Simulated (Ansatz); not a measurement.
Basis sets compared for In14P14H34, a nanocrystal cut from wurtzite InP (hydrogen-capped). Charge 0, multiplicity 1. Geometry PBE-D4/def2-SVP. Ansatz on 11 threads of AMD EPYC 7R13 on a shared host and a whole NVIDIA H100 80GB HBM3; times are rough, and most runs start from earlier orbitals.

```xyz
62

P    -3.002   -3.331    2.964
In   -0.843   -3.208    4.544
In   -2.627    0.838    4.633
P    -0.609   -0.696    3.907
In   -2.771   -3.264    0.371
P    -0.633   -4.798    0.215
In   -3.778    0.544    0.553
P    -2.881    2.140    2.340
P    -1.790   -0.960   -0.081
In    0.157   -0.397    1.489
In    1.608   -3.872   -0.772
P     2.115   -2.046    0.974
In   -0.833    3.573    1.727
P     1.043    1.952    1.087
In    2.774    2.507    2.957
In    4.376   -0.969    0.324
P     4.744    0.918    2.074
P    -4.017    1.973   -1.651
In   -1.125   -0.764   -2.573
P     0.936   -2.386   -2.765
In   -2.007    3.253   -2.758
P    -1.463    4.648   -0.606
P    -0.118    1.563   -2.942
In    1.787    2.278   -1.354
In    3.156   -1.351   -3.601
P     3.566    0.374   -1.727
In    0.493    1.967   -5.449
P     2.381    0.073   -5.636
H    -3.893   -4.406    3.285
H    -3.869   -2.245    3.312
H    -1.390   -3.417    6.180
H     0.330   -4.193    3.701
H    -4.013   -0.225    4.692
H    -2.079    1.955    5.844
H     0.539   -0.199    4.608
H    -4.082   -3.895   -0.575
H    -0.304   -5.202    1.549
H    -0.936   -6.088   -0.329
H    -5.276   -0.278    0.901
H    -3.951    3.073    2.545
H     2.783   -5.116   -1.065
H     2.340   -2.778    2.186
H    -0.465    4.854    2.848
H     2.272    1.705    4.422
H     3.377    4.126    2.762
H     5.705   -2.067    0.102
H     5.497    0.342    3.148
H     5.808    1.696    1.513
H    -5.116    2.880   -1.520
H    -4.592    1.128   -2.652
H    -2.393   -1.240   -3.675
H     0.606   -3.332   -3.791
H    -2.518    4.233   -4.102
H    -2.492    5.628   -0.430
H    -0.411    5.549   -0.963
H     2.460    3.847   -1.718
H     4.449   -2.467   -3.928
H     4.761    1.041   -2.158
H    -0.800    1.378   -6.453
H     1.381    3.457   -5.587
H     2.059   -0.878   -6.658
H     3.578    0.578   -6.239
```

In the def2 sets In takes a core potential; there is no spin–orbit coupling. Single mean-field runs in def2-SVP, def2-TZVP are fitted with def2-universal-jkfit.

Binding counts from free atoms (P quartet, In doublet, H doublet) in the same basis, without a counterpoise term.

```json
{"level": "PBE-D4/def2-SVP", "functions": "786", "energy (Eh)": "-7458.2060", "HOMO (eV)": "-5.59", "LUMO (eV)": "-2.30", "binding per atom (eV)": "2.57", "wall time": "5.5 s"}
{"level": "PBE0-D4/def2-SVP", "functions": "786", "energy (Eh)": "-7458.6908", "HOMO (eV)": "-6.52", "LUMO (eV)": "-1.60", "binding per atom (eV)": "2.57", "wall time": "7.5 s"}
```

Problem. Estimate the rows for PBE-D4/def2-TZVP (with forces), PBE0-D4/def2-TZVP.

Solution. 
```tsv
level	functions	energy (Eh)	HOMO (eV)	LUMO (eV)	binding per atom (eV)	wall time
PBE-D4/def2-TZVP (with forces)	1422	-7459.9603	-5.66	-2.45	2.58	12 s
PBE0-D4/def2-TZVP	1422	-7460.4058	-6.56	-1.73	2.58	14 s
```
